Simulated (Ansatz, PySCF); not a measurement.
Species: silicon monosulfide triplet, SiS, charge 0, multiplicity 3. This is an excited triplet: at this geometry the singlet lies 2.49 eV lower at CCSD(T)/CBS(aug-cc-pV(T+d)Z,aug-cc-pV(Q+d)Z). 
Geometry from a B3LYP-D3(BJ)/def2-TZVP (Ansatz, a program for electronic structure) optimisation:
```xyz
2

Si     0.0000     0.0000    -1.1689
S      0.0000     0.0000     1.0227
```
Charge 0, spin multiplicity 3.

Total electronic energies in hartree. Correlated levels leave the core frozen unless marked. Open shells are spin-unrestricted. No spin-orbit coupling. No relativistic terms. CBS marks a two-point X^-3 extrapolation of the correlation energy; Hartree-Fock from the larger set (for Q and 5 zeta extrapolated as (X+1)exp(-9√X)).

```csv
level,program,energy (Eh)
HF/6-31G*,Ansatz,-686.36953
HF/def2-SVPD,Ansatz,-686.19269
HF/def2-QZVPP,Ansatz,-686.44245
RI-HF/def2-QZVPPD,Ansatz,-686.44250
PBE-D4/def2-TZVPD,Ansatz + dftd4,[?]
TPSSh-D4/def2-TZVPD,PySCF + dftd4,[?]
HSE06/def2-TZVPD,Ansatz,-687.33120
CCSD(T) with core electrons (1s frozen past Ne)/cc-pwCVTZ,Ansatz,-687.22631
"CCSD(T)/CBS(cc-pV(Q+d)Z,cc-pV(5+d)Z)",Ansatz,-686.7327
```

Q: What belongs in the gaps?

A: 
- PBE-D4/def2-TZVPD, energy (Eh): -687.29086
- TPSSh-D4/def2-TZVPD, energy (Eh): -687.63760
